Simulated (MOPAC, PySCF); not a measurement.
H4Ge, SMILES `[GeH4]`, neutral singlet in the gas phase. 

Cartesian coordinates (Å):
```xyz
5

Ge     0.0000     0.0000     0.0000
H     -0.0739     1.2723     0.8543
H     -1.2314    -0.0758    -0.9122
H      1.2712     0.0336    -0.8585
H      0.0341    -1.2301     0.9164
```
Charge 0, multiplicity 1.

All levels are single points at this geometry (PBE0-D3(BJ)/def2-TZVP); Pople sets use spherical d functions. Orbital energies aren't observables, and empty levels follow the basis.

PM6 in MOPAC gives dipole (D) = 0.00.

**Question.** Estimate the dipole (D) from each of these levels: ωB97X-D3(BJ)/def2-TZVP in PySCF; B3LYP/6-31G* in PySCF; BP86/6-31G* in PySCF; M06-2X/6-31G* in PySCF; PBE/6-31G* in PySCF; SVWN5/6-31G* in PySCF; HF/6-31G* in PySCF; PM7 in MOPAC.

**Answer.** 
```csv
level,dipole (D)
ωB97X-D3(BJ)/def2-TZVP in PySCF,0.00
B3LYP/6-31G* in PySCF,0.00
BP86/6-31G* in PySCF,0.00
M06-2X/6-31G* in PySCF,0.00
PBE/6-31G* in PySCF,0.00
SVWN5/6-31G* in PySCF,0.00
HF/6-31G* in PySCF,0.00
PM7 in MOPAC,0.00
```
